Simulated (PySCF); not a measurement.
A side-by-side comparison of computed properties.

First species: C4H3F5O.
InChI=1S/C4H3F5O/c5-3(6)1-10-2(3)4(7,8)9/h2H,1H2/t2-/m0/s1

Second species: C₄H₇NO₂Si.
SMILES: `CO[C@]([SiH3])(C#N)C=O`

Levels: PBE0/def2-SVPD for dipole moment, HOMO energy, LUMO energy, HOMO–LUMO gap, static isotropic polarisability and electronic spatial extent ⟨r²⟩ about the centre of nuclear charge; TDDFT PBE0/def2-SVPD for lowest singlet excitation; TDA PBE0/def2-SVPD for lowest triplet excitation (Tamm–Dancoff); GFN2-xTB for rotational constant A and rotational constant C. Geometries: GFN2-xTB. Each species is one conformer at its optimised geometry, gas phase, non-relativistic unless stated; the electronic structure was computed with PySCF and density fitting.

The conformers computed, where there is a choice (atom-mapped SMILES and torsion angles):
- `[F:1][C:2]([F:3])([F:4])[C@H:5]1[O:6][CH2:7][C:8]1([F:9])[F:10]`: F1–C2–C5–O6 -49°
- `[CH3:1][O:2][C@:3]([SiH3:4])([C:5]#[N:6])[CH:7]=[O:8]`: C1–O2–C3–Si4 167°, O2–C3–C7–O8 174°

```csv
property,column X,column Y
dipole moment,2.07 D,4.27 D
HOMO energy,-8.86 eV,-7.98 eV
LUMO energy,0.20 eV,-1.74 eV
HOMO–LUMO gap,9.06 eV,6.24 eV
lowest singlet excitation,7.38 eV,4.15 eV
lowest triplet excitation (Tamm–Dancoff),6.84 eV,3.54 eV
static isotropic polarisability,53.3 au,84.7 au
electronic spatial extent ⟨r²⟩ about the centre of nuclear charge,1200 bohr²,1108 bohr²
rotational constant A,2.183 GHz,1.716 GHz
rotational constant C,0.964 GHz,1.388 GHz
```

Question: Which column belongs to which species?

Answer: Column X is the first species and column Y the second. The first has 13 atoms and 80 electrons, the second 15 and 68.

Question: How does each property change from the first species to the second?

Answer: dipole moment +2.20 D; HOMO energy +0.88 eV; LUMO energy -1.94 eV; HOMO–LUMO gap -2.82 eV; lowest singlet excitation -3.23 eV; lowest triplet excitation (Tamm–Dancoff) -3.30 eV; static isotropic polarisability +31.4 au; electronic spatial extent ⟨r²⟩ about the centre of nuclear charge -92 bohr²; rotational constant A -0.467 GHz; rotational constant C +0.424 GHz.

On the first: The polarisability is 7.89 Å³ as a volume (1 au = 0.148185 Å³), or 0.67 au for each of the 80 electrons. In atomic units the dipole is 0.81 e·bohr (1 au = 2.5417 D).

On the second: The vertical singlet–triplet gap S1 − T1 is 0.61 eV (TDDFT singlet less Tamm–Dancoff triplet; S1: HOMO→LUMO, weight 0.90; T1: HOMO→LUMO, weight 0.88). No computed singlet falls in the visible range (750 to 380 nm, 1.65 to 3.26 eV); S1 lies 0.89 eV above its blue end.
